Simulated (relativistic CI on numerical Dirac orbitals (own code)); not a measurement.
**Slater and spin-orbit integrals, Cl III**

Method of calculation: Dirac-Coulomb-Breit CI, orbitals from a KLI potential per configuration, QED by a radiative potential, valence Slater integrals scaled by 0.85, P86 correlation energy added to each configuration (own radial code, finite nucleus).

Slater integrals F^k, G^k are unscaled and averaged over j, outside the closed core [Ne]; ζ comes from projecting the Hamiltonian with its Breit term on Σ l·s of the shell.

- 3s²3p³: F^2(3p,3p) = 62376, ζ(3p) = 788.68 cm⁻¹; <r>(3p) = 1.613, <r^2>(3p) = 3.033 (bohr units).
- 3s3p⁴: F^2(3p,3p) = 62489, G^1(3s,3p) = 86205, ζ(3p) = 789.3 cm⁻¹; <r>(3s) = 1.447, <r^2>(3s) = 2.404, <r>(3p) = 1.609, <r^2>(3p) = 3.021 (bohr units).
- 3s²3p²3d: F^2(3p,3p) = 63004, ζ(3p) = 829.41, F^2(3p,3d) = 50416, G^1(3p,3d) = 63249, G^3(3p,3d) = 37865, ζ(3d) = 2.7596 cm⁻¹; <r>(3p) = 1.596, <r^2>(3p) = 2.972, <r>(3d) = 2.132, <r^2>(3d) = 5.518 (bohr units).

In this model ζ of a weakly bound d, f or g electron outside closed shells comes out too small, for d by up to a factor of two or three and at times with the wrong sign; that of an outer p electron is too small as well.

Correlation outside the listed configurations is missing or only estimated: errors of thousands of cm⁻¹ between configurations and terms are usual at this charge. Rates and lifetimes follow the computed energies and can be off by large factors. The fine structure of a lone outer electron comes out too small, for d and f at times inverted, and misplaced configurations move strength between like terms. 54 of the 54 excited levels that our extract of the measured tables holds in this range could be paired (the sources list more); they are missed by 10603 cm⁻¹ on average and 13195 at most, and levels without a partner can miss by more.

Averages of the first 10 configurations, taken without configuration mixing, which lowers the lowest level and can move excited configurations by several eV; other configurations of the list can lie among them:

```json
{"Configuration": "3s²3p³", "Parity": "odd", "States": "20", "Average energy above the lowest level (eV)": "3.8"}
{"Configuration": "3s3p⁴", "Parity": "even", "States": "30", "Average energy above the lowest level (eV)": "18.8"}
{"Configuration": "3s²3p²3d", "Parity": "even", "States": "150", "Average energy above the lowest level (eV)": "22.7"}
{"Configuration": "3p⁵", "Parity": "odd", "States": "6", "Average energy above the lowest level (eV)": "36.9"}
{"Configuration": "3s3p³3d", "Parity": "odd", "States": "400", "Average energy above the lowest level (eV)": "36.5"}
{"Configuration": "3s²3p²4s", "Parity": "even", "States": "30", "Average energy above the lowest level (eV)": "24.4"}
{"Configuration": "3s²3p²4p", "Parity": "odd", "States": "90", "Average energy above the lowest level (eV)": "27.9"}
{"Configuration": "3s²3p²4d", "Parity": "even", "States": "150", "Average energy above the lowest level (eV)": "32.4"}
{"Configuration": "3s²3p²5s", "Parity": "even", "States": "30", "Average energy above the lowest level (eV)": "32.9"}
{"Configuration": "3s²3p²4f", "Parity": "odd", "States": "210", "Average energy above the lowest level (eV)": "34.5"}
```
